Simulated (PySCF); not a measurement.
Estimate the missing entries of this data sheet.

Compound: C₆H₁₁O (doublet state).
Atom-mapped SMILES: `[CH:1]1[CH2:2][CH2:3][CH2:4][CH2:5][O:6][CH2:7]1` (hydrogens: H8 on C1; H9, H10 on C2; H11, H12 on C3; H13, H14 on C4; H15, H16 on C5; H17, H18 on C7)

```json
{"property": "point group", "level": "PBE0-D3(BJ)/def2-SVP", "value": "C1"}
{"property": "rotational constants A, B, C", "level": "PBE0-D3(BJ)/def2-SVP", "value": "3.470, 3.078, 1.846 GHz"}
{"property": "dipole moment", "level": "PBE0-D3(BJ)/def2-SVP", "value": "?"}
{"property": "isotropic g value", "level": "unrestricted B3LYP/IGLO-III on C O, pcH-1 on H, mean-field spin–orbit", "value": "?"}
{"property": "spin squared ⟨S²⟩", "level": "unrestricted B3LYP/IGLO-III on C O, pcH-1 on H", "value": "?"}
{"property": "largest isotropic hyperfine couplings (means over sets of like nuclei)", "level": "unrestricted B3LYP/IGLO-III on C O, pcH-1 on H", "value": "1H +103.6 (H17/H18), 13C +86.5 (C1), 13C +72.1 (C3), 1H -63.9 (H8), 1H +41.3 (H9/H10) MHz"}
```

Gas-phase values; electronic properties from PySCF, density fitting. Isolated species at its PBE0-D3(BJ)/def2-SVP geometry (one conformer only). Couplings of like nuclei are plain means over topologically equivalent atoms, as if these changed places fast (by rotation of a methyl-like group, say); in this geometry the members of some sets differ.

(1) What is the spin squared ⟨S²⟩?

(2) Give the isotropic g value.

(3) What is the dipole moment?

Answers

(1) 0.754.

(2) 2.00258.

(3) 1.20 D.

g_iso is shifted by about +260 ppm from the free-electron value 2.002319. At 9.50 GHz, hν = g·μB·B₀ (B₀ the magnetic field) puts the centre of the isotropic spectrum, to first order, at 338.9 mT. A dipole of 1.20 D is allowed in C1, and pure rotational transitions are dipole-allowed.
